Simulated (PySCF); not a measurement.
Species: CH₂BrF₃Ge.
Atom-mapped SMILES: `[F:1][C:2]([F:3])([F:4])[GeH2:5][Br:6]` (hydrogens: H7, H8 on Ge5)

Method: PBE0-D3(BJ)/def2-SVP geometry optimisation, gas phase in PySCF; density fitting, grid level 1; the optimiser is geomeTRIC in internal coordinates, started from a GFN2-xTB structure with every atom displaced at random (about 0.01 Å).

Geometry at step 0:
```
atom  x, y, z in Å
F1      1.5952    0.2379   -1.1197
C2      1.0229    0.0089    0.0732
F3      1.3905    0.9960    0.8933
F4      1.6264   -1.1150    0.5277
Ge5    -0.9809   -0.1913   -0.0250
Br6    -1.8247    1.7626   -0.7947
H7     -1.2953   -1.2942   -0.9808
H8     -1.4789   -0.4240    1.3736
```

**Question.** Give the atomic forces at this geometry.

**Answer.** 
```csv
atom,Fx (eV/Å),Fy (eV/Å),Fz (eV/Å)
F1,-0.472,0.231,0.069
C2,0.980,-0.350,-0.161
F3,-0.224,0.032,-0.045
F4,-0.632,0.155,0.110
Ge5,0.869,0.140,0.197
Br6,-0.140,0.402,-0.181
H7,-0.180,-0.522,-0.484
H8,-0.201,-0.088,0.494
```

The largest, 1.05 eV/Å, acts on C2; the rms over all components is 0.395 eV/Å. The forces sum to zero within rounding, as they must for an isolated molecule in no field.

**Question.** Give the force on C2 in Eh/bohr and in nN.

**Answer.** 1.053 eV/Å ÷ 51.422 = 0.02047 Eh/bohr, and 1.053 eV/Å × 1.602 = 1.69 nN.

**Question.** How far is this geometry from the end of the optimisation?

**Answer.** 0.063 eV above it, and 0.032 Å rms away after alignment. The bonds farthest from their final lengths, with half the difference of the two atoms' forces along the bond (positive lengthens):

| bond | now (Å) | final (Å) | force along bond (eV/Å) |
| --- | --- | --- | --- |
| Ge5–H7 | 1.493 | 1.531 | +0.57 |
| Ge5–Br6 | 2.263 | 2.294 | +0.37 |
| Ge5–H8 | 1.503 | 1.531 | +0.33 |
| C2–Ge5 | 2.016 | 1.997 | +0.02 |
| C2–F4 | 1.354 | 1.342 | -0.52 |
| F1–C2 | 1.343 | 1.334 | -0.36 |

The angle farthest from its final value is F1–C2–F4, 104.5° against 107.7°.

Of the 5 listed bonds off by 0.010 Å or more, this force points towards the final length in 4.

What follows is the cost of the whole optimisation. The run took 56 s on one thread of an Arm Neoverse V2 (shared host), and the process peaked at 0.54 GiB of memory.
